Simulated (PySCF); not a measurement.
C₆H₁₄, charge -1, doublet, at the geometry of the source list (a state made from the parent by changing its charge; the spin is typed, not shown lowest) (in this run its highest filled SCF level lies above zero, so its values depend strongly on the basis, on diffuse functions most of all); PySCF with CCSD(T)/STO-3G.

PySCF was given this input:
```python
from pyscf import gto, scf, cc

mol = gto.M(
    atom='''
C     2.833400    0.850300   -0.342400
C     1.828800    0.001100    0.425600
C     0.444400    0.031600   -0.217600
C    -0.560100   -0.817000    0.558100
C    -1.933300   -0.902400   -0.108400
C    -2.666400    0.432100   -0.158600
H     2.936200    0.490800   -1.364100
H     2.509500    1.888300   -0.377900
H     3.810900    0.813300    0.133200
H     2.184400   -1.031300    0.468100
H     1.755600    0.366400    1.452900
H     0.098600    1.065800   -0.261400
H     0.515500   -0.340400   -1.242900
H    -0.674200   -0.409200    1.565700
H    -0.158800   -1.829300    0.657100
H    -1.817300   -1.290700   -1.123400
H    -2.543100   -1.617700    0.449600
H    -2.746700    0.860900    0.838000
H    -3.670900    0.296200   -0.553900
H    -2.146600    1.141200   -0.797500
''',
    basis='sto-3g',
    charge=-1,
    spin=1,
    verbose=4,
)

mf = scf.UHF(mol)
mf.kernel()

mycc = cc.CCSD(mf, frozen=6)
mycc.kernel()
et = mycc.ccsd_t()
print('E(CCSD(T)) = %.10f' % (mycc.e_tot + et))
```

The log (banner, timings and long lists left out):

```
PySCF version 2.14.0

[INPUT] verbose = 4
[INPUT] num. atoms = 20
[INPUT] num. electrons = 51
[INPUT] charge = -1
[INPUT] spin (= nelec alpha-beta = 2S) = 1
[INPUT] symmetry False subgroup None
[INPUT] Mole.unit = angstrom
[INPUT] Symbol           X                Y                Z      unit          X                Y                Z       unit  Magmom
[...]
nuclear repulsion = 248.72485673192
number of shells = 32
number of NR pGTOs = 132
number of NR cGTOs = 44
basis = sto-3g
ecp = {}

******** <class 'pyscf.scf.uhf.UHF'> ********
method = UHF
initial guess = minao
damping factor = 0
level_shift factor = 0
DIIS = <class 'pyscf.scf.diis.CDIIS'>
diis_start_cycle = 1
diis_space = 8
diis_damp = 0
SCF conv_tol = 1e-09
SCF conv_tol_grad = None
SCF max_cycles = 50
direct_scf = True
direct_scf_tol = 1e-13
number electrons alpha = 26  beta = 25
Set gradient conv threshold to 3.16228e-05
init E= -233.524180264659

cycle= 1 E= -232.007400024533  delta_E= 1.52  |g|= 0.288  |ddm|= 4.06
cycle= 2 E= -232.064682502079  delta_E= -0.0573  |g|= 0.0663  |ddm|= 0.566
cycle= 3 E= -232.069554119639  delta_E= -0.00487  |g|= 0.0268  |ddm|= 0.234
cycle= 4 E= -232.070745027064  delta_E= -0.00119  |g|= 0.0109  |ddm|= 0.124
cycle= 5 E= -232.071174395264  delta_E= -0.000429  |g|= 0.0068  |ddm|= 0.104
cycle= 6 E= -232.071382592684  delta_E= -0.000208  |g|= 0.00284  |ddm|= 0.0985
cycle= 7 E= -232.071430966176  delta_E= -4.84e-05  |g|= 0.00132  |ddm|= 0.0545
cycle= 8 E= -232.071442589856  delta_E= -1.16e-05  |g|= 0.000861  |ddm|= 0.0239
cycle= 9 E= -232.071449312554  delta_E= -6.72e-06  |g|= 0.000646  |ddm|= 0.0176
cycle= 10 E= -232.071454395383  delta_E= -5.08e-06  |g|= 0.000469  |ddm|= 0.0181
cycle= 11 E= -232.071458580421  delta_E= -4.19e-06  |g|= 0.000252  |ddm|= 0.0246
cycle= 12 E= -232.07145956713  delta_E= -9.87e-07  |g|= 0.000139  |ddm|= 0.0125
cycle= 13 E= -232.071459780482  delta_E= -2.13e-07  |g|= 8.15e-05  |ddm|= 0.00495
cycle= 14 E= -232.071459849614  delta_E= -6.91e-08  |g|= 5.19e-05  |ddm|= 0.00278
cycle= 15 E= -232.071459872341  delta_E= -2.27e-08  |g|= 3.31e-05  |ddm|= 0.00116
cycle= 16 E= -232.071459883809  delta_E= -1.15e-08  |g|= 1.72e-05  |ddm|= 0.00112
cycle= 17 E= -232.071459886299  delta_E= -2.49e-09  |g|= 9.18e-06  |ddm|= 0.000462
cycle= 18 E= -232.071459886891  delta_E= -5.92e-10  |g|= 4.83e-06  |ddm|= 0.000206
Extra cycle  E= -232.071459886963  delta_E= -7.13e-11  |g|= 3.83e-06  |ddm|= 3.25e-05
[...]
converged SCF energy = -232.071459886963  <S^2> = 0.76311671  2S+1 = 2.013074
[...]
cycle = 6  E_corr(UCCSD) = -0.422699575060637  dE = -1.19088665e-05  norm(t1,t2) = 0.00224287
cycle = 7  E_corr(UCCSD) = -0.422677797833649  dE = 2.1777227e-05  norm(t1,t2) = 0.00136234
cycle = 8  E_corr(UCCSD) = -0.422699327127077  dE = -2.15292934e-05  norm(t1,t2) = 0.00103733
cycle = 9  E_corr(UCCSD) = -0.422721662653371  dE = -2.23355263e-05  norm(t1,t2) = 0.000781132
cycle = 10  E_corr(UCCSD) = -0.422721925630039  dE = -2.62976668e-07  norm(t1,t2) = 0.000589061
cycle = 11  E_corr(UCCSD) = -0.422702454578335  dE = 1.94710517e-05  norm(t1,t2) = 0.000445247
cycle = 12  E_corr(UCCSD) = -0.422695246447752  dE = 7.20813058e-06  norm(t1,t2) = 0.000283354
cycle = 13  E_corr(UCCSD) = -0.42270079526318  dE = -5.54881543e-06  norm(t1,t2) = 0.000179272
cycle = 14  E_corr(UCCSD) = -0.422708977230956  dE = -8.18196778e-06  norm(t1,t2) = 0.000125205
cycle = 15  E_corr(UCCSD) = -0.42271068991463  dE = -1.71268367e-06  norm(t1,t2) = 7.76998e-05
cycle = 16  E_corr(UCCSD) = -0.422709350994094  dE = 1.33892054e-06  norm(t1,t2) = 4.54195e-05
cycle = 17  E_corr(UCCSD) = -0.42270794152076  dE = 1.40947333e-06  norm(t1,t2) = 2.93736e-05
cycle = 18  E_corr(UCCSD) = -0.422707712671558  dE = 2.28849201e-07  norm(t1,t2) = 1.8893e-05
cycle = 19  E_corr(UCCSD) = -0.422707817790048  dE = -1.0511849e-07  norm(t1,t2) = 1.31316e-05
cycle = 20  E_corr(UCCSD) = -0.422707955084558  dE = -1.37294509e-07  norm(t1,t2) = 9.60277e-06
cycle = 21  E_corr(UCCSD) = -0.422708025569955  dE = -7.04853978e-08  norm(t1,t2) = 7.40056e-06
cycle = 22  E_corr(UCCSD) = -0.422708058559389  dE = -3.29894331e-08  norm(t1,t2) = 5.39704e-06
cycle = 23  E_corr(UCCSD) = -0.422708015105822  dE = 4.34535664e-08  norm(t1,t2) = 3.86457e-06
cycle = 24  E_corr(UCCSD) = -0.422707951681599  dE = 6.34242232e-08  norm(t1,t2) = 2.94581e-06
cycle = 25  E_corr(UCCSD) = -0.422707905594189  dE = 4.60874103e-08  norm(t1,t2) = 2.33053e-06
cycle = 26  E_corr(UCCSD) = -0.422707896145599  dE = 9.44858958e-09  norm(t1,t2) = 1.84927e-06
cycle = 27  E_corr(UCCSD) = -0.422707925795086  dE = -2.96494866e-08  norm(t1,t2) = 1.38203e-06
cycle = 28  E_corr(UCCSD) = -0.42270795879061  dE = -3.2995524e-08  norm(t1,t2) = 1.04239e-06
cycle = 29  E_corr(UCCSD) = -0.422707954919355  dE = 3.87125498e-09  norm(t1,t2) = 7.06366e-07
UCCSD converged
E(UCCSD) = -232.4941678418821  E_corr = -0.4227079549193549
UCCSD(T) correction = -0.00483791471133221
E(CCSD(T)) = -232.4990057566
```
